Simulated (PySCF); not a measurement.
# Ta³⁺ (tantalum, charge +3) across methods

[Xe] 4f14 5d2, high-spin 3F determinant. All numbers are calculated (PySCF 2.14, a scalar-relativistic core potential, in aug-cc-pVDZ-PP with ECP60MDF).

```json
{"method": "LDA", "E (hartree)": "-55.3894", "mean ε 5p α (eV)": "-67.122", "mean ε 5p β (eV)": "-65.797", "mean ε 5d α (eV)": "-30.094", "Σ⟨r²⟩ (bohr²)": "22.27", "⟨S²⟩": "2.000"}
{"method": "PBE0", "E (hartree)": "-55.5641", "mean ε 5p α (eV)": "-69.938", "mean ε 5p β (eV)": "-68.118", "mean ε 5d α (eV)": "-31.707", "Σ⟨r²⟩ (bohr²)": "22.04", "⟨S²⟩": "2.001"}
{"method": "wB97X", "E (hartree)": "-55.5947", "mean ε 5p α (eV)": "-72.342", "mean ε 5p β (eV)": "-70.703", "mean ε 5d α (eV)": "-33.848", "Σ⟨r²⟩ (bohr²)": "21.89", "⟨S²⟩": "2.001"}
{"method": "r2SCANh", "E (hartree)": "-55.5857", "mean ε 5p α (eV)": "-69.281", "mean ε 5p β (eV)": "-67.435", "mean ε 5d α (eV)": "-31.046", "Σ⟨r²⟩ (bohr²)": "22.00", "⟨S²⟩": "2.001"}
{"method": "UHF", "E (hartree)": "-55.15678", "mean ε 5p α (eV)": "-77.005", "mean ε 5p β (eV)": "-73.571", "mean ε 5d α (eV)": "-35.403", "Σ⟨r²⟩ (bohr²)": "22.07", "⟨S²⟩": "2.003"}
{"method": "r2SCAN", "E (hartree)": "-55.5993", "mean ε 5p α (eV)": "-68.358", "mean ε 5p β (eV)": "-66.658", "mean ε 5d α (eV)": "-30.481", "Σ⟨r²⟩ (bohr²)": "22.01", "⟨S²⟩": "2.001"}
{"method": "PBEsol", "E (hartree)": "-55.4696", "mean ε 5p α (eV)": "-67.081", "mean ε 5p β (eV)": "-65.730", "mean ε 5d α (eV)": "-30.107", "Σ⟨r²⟩ (bohr²)": "22.15", "⟨S²⟩": "2.000"}
{"method": "BLYP", "E (hartree)": "-55.5565", "mean ε 5p α (eV)": "-67.144", "mean ε 5p β (eV)": "-65.838", "mean ε 5d α (eV)": "-30.101", "Σ⟨r²⟩ (bohr²)": "22.14", "⟨S²⟩": "2.000"}
```

(1) Estimate the same row for PBE.

Energies and moments cover only the electrons outside the core potential. Spin-orbit coupling, absent here, splits the open shell strongly.

Answers

(1) E (hartree) = -55.5810; mean ε 5p α (eV) = -67.245; mean ε 5p β (eV) = -65.896; mean ε 5d α (eV) = -30.233; Σ⟨r²⟩ (bohr²) = 22.10; ⟨S²⟩ = 2.000.
